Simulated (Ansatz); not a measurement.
Reaction (formal exchange of groups at a Te–C bond): `C=[C]([GeH3])[TeH]` + `COC=S` → `COC(=S)[TeH]` + `C=[CH][GeH3]`

Computed with Ansatz on PBE0-D4/def2-TZVP structures; ΔE is electronic, products minus reactants. CCSD(T)/CBS is the MP2 limit (def2-TZVPP, def2-QZVPP) plus CCSD(T) − MP2 in def2-TZVPP, frozen cores. DFT in def2-TZVPP. def2 core potentials past Kr. For Ge, Te outer-core shells are correlated without core-valence functions, which leaves a few kJ/mol of doubt a bond. Scalar relativity is left out up to krypton. Each species was taken in one conformer, which may not be the lowest.

```csv
level,ΔE (kJ/mol)
r2SCAN-D4,-6.1
HF/def2-TZVPP,16.1
SCS-MP2/def2-TZVPP,7.9
MP2/def2-QZVPP,1.8
```

(1) What does CCSD(T)/CBS give? (Best estimate.)

Largest T1 diagnostic among the species: 0.017.

Answers

(1) The calculation gave: +2.0 kJ/mol. The listed levels differ from it by -8.1, 14.1, 5.9, -0.2 kJ/mol.

From PBE to PBE0 (25 % exact exchange), in def2-TZVPP and without D4, ΔE moves by +6.2 kJ/mol. In def2-TZVPP, CCSD(T) changes the Hartree–Fock value by −9.3 kJ/mol (the triples alone add −3.4 kJ/mol) and MP2 by −11.6 kJ/mol.
